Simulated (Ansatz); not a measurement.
C$_{3}$H$_{9}$Cl$_{2}$InOSi, SMILES `C[Si](C)(C)[O][In]([Cl])[Cl]`. The species carries charge 0 and has multiplicity 1. In takes the def2 core potential. All single points use the PBE0-D4/def2-TZVP geometry. It is one conformer, not always the lowest.

```xyz
17

C     1.551   -0.178   -1.644
Si    0.290   -0.119   -0.272
C     1.089   -0.475    1.381
C    -1.086   -1.346   -0.580
O    -0.329    1.418   -0.268
In   -1.671    2.258    0.859
Cl   -2.241    4.454    0.530
Cl   -2.693    1.041    2.532
H     2.009   -1.169   -1.712
H     1.088    0.047   -2.608
H     2.346    0.551   -1.474
H     0.355   -0.438    2.192
H     1.539   -1.471    1.393
H     1.878    0.249    1.601
H    -1.833   -1.313    0.220
H    -1.592   -1.142   -1.527
H    -0.699   -2.368   -0.624
```

(1) What is the dipole moment at B3LYP/def2-TZVPP? (Best estimate.)

(2) And with PBE, r2SCAN, ωB97M-V? (Best estimate.)

(3) Give the Mulliken charges with B3LYP, ωB97M-V, PBE in def2-TZVPP. (Best estimate.)

Answers

(1) Computed: 1.52 D, with components (0.87, -1.15, -0.46) D in this frame, pointing from negative to positive charge.

(2) Computed: PBE 1.62 D, r2SCAN 1.64 D, ωB97M-V 1.43 D.

(3) The calculation gave: 
```json
{"atom": "C1", "B3LYP": "-0.39", "ωB97M-V": "-0.45", "PBE": "-0.37"}
{"atom": "Si2", "B3LYP": "0.61", "ωB97M-V": "0.55", "PBE": "0.47"}
{"atom": "C3", "B3LYP": "-0.40", "ωB97M-V": "-0.45", "PBE": "-0.38"}
{"atom": "C4", "B3LYP": "-0.40", "ωB97M-V": "-0.45", "PBE": "-0.38"}
{"atom": "O5", "B3LYP": "-0.55", "ωB97M-V": "-0.55", "PBE": "-0.46"}
{"atom": "In6", "B3LYP": "0.96", "ωB97M-V": "0.93", "PBE": "0.87"}
{"atom": "Cl7", "B3LYP": "-0.33", "ωB97M-V": "-0.30", "PBE": "-0.31"}
{"atom": "Cl8", "B3LYP": "-0.34", "ωB97M-V": "-0.31", "PBE": "-0.32"}
{"atom": "H9", "B3LYP": "0.09", "ωB97M-V": "0.11", "PBE": "0.09"}
{"atom": "H10", "B3LYP": "0.09", "ωB97M-V": "0.11", "PBE": "0.10"}
{"atom": "H11", "B3LYP": "0.09", "ωB97M-V": "0.11", "PBE": "0.10"}
{"atom": "H12", "B3LYP": "0.09", "ωB97M-V": "0.11", "PBE": "0.10"}
{"atom": "H13", "B3LYP": "0.09", "ωB97M-V": "0.12", "PBE": "0.10"}
{"atom": "H14", "B3LYP": "0.09", "ωB97M-V": "0.12", "PBE": "0.10"}
{"atom": "H15", "B3LYP": "0.09", "ωB97M-V": "0.11", "PBE": "0.10"}
{"atom": "H16", "B3LYP": "0.09", "ωB97M-V": "0.12", "PBE": "0.10"}
{"atom": "H17", "B3LYP": "0.09", "ωB97M-V": "0.12", "PBE": "0.09"}
```

B3LYP here is the variant with VWN-RPA as its local correlation; programs differ in this.
